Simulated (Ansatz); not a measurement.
# One elementary step

Start structure (SiNH5F2, closed shell), relaxed at PBE0-D4/def2-TZVP:

| atom | x (Å) | y (Å) | z (Å) |
| --- | --- | --- | --- |
| Si1 | -0.5124 | -0.9922 | -0.5303 |
| N2 | 0.8754 | -0.1237 | -0.1275 |
| F3 | -0.2492 | -2.3108 | -1.3792 |
| F4 | -1.1718 | -1.5028 | 0.8184 |
| H5 | -1.4464 | -0.1616 | -1.3033 |
| H6 | -0.0684 | 2.1896 | 1.2197 |
| H7 | -0.2618 | 2.8502 | 1.5115 |
| H8 | 1.5168 | -0.4383 | 0.5823 |
| H9 | 1.3179 | 0.4897 | -0.7916 |

The step: SiNH₃F₂ ([NH2][SiH]([F])[F]) + H₂ → SiH₂F₂ ([F][SiH2][F]) + NH₃; bonds formed: Si1–H7, N2–H6; bonds broken: Si1–N2, H6–H7. Ansatz 0.2.0; basis: def2-TZVPP and def2-QZVPP; cores frozen in the correlated methods. Extrapolation: Hartree–Fock as exp(−7.88 √X), correlation as X^−2.97. Energies below are by CCSD(T) at an estimated basis limit (MP2 extrapolated from triple and quadruple zeta, plus CCSD(T) − MP2 in triple zeta).

Task: What are the electronic barrier and the energy of the step, from the start structure to the end structure? (Judge from chemistry; the value comes from the calculation.)

Result: Computed: Barrier 51.02 kcal/mol; step energy 8.03 kcal/mol (uphill); reverse barrier, their difference, 42.99 kcal/mol. Barrier and step energy count from the start structure, the reverse barrier from the end structure.

The saddle point: One imaginary mode of 1427i cm⁻¹.
```json
{"pair": "Si1–H7", "start (Å)": "4.36", "saddle (Å)": "1.78", "end (Å)": "1.48"}
{"pair": "N2–H6", "start (Å)": "2.84", "saddle (Å)": "1.23", "end (Å)": "1.01"}
{"pair": "Si1–N2", "start (Å)": "1.69", "saddle (Å)": "1.84", "end (Å)": "2.33"}
{"pair": "H6–H7", "start (Å)": "0.75", "saddle (Å)": "1.12", "end (Å)": "2.79"}
```

Zero-point energy (harmonic, PBE0-D4): ZPE is 32.97 kcal/mol at the start and 35.21 kcal/mol at the saddle, so the barrier goes from 51.02 to 53.26 kcal/mol.

T1 diagnostic: at most 0.012.

Labels in which every atom is bracketed show which atoms are joined, not bond orders.

For scale, one of the runs: CCSD(T)/def2-TZVPP, 205 basis functions (an equivalent command: `ansatz run in.yaml --threads 4`). Time: 56 s of wall clock on 4 CPU threads; the host was shared. Peak host memory: 2.8 GiB.
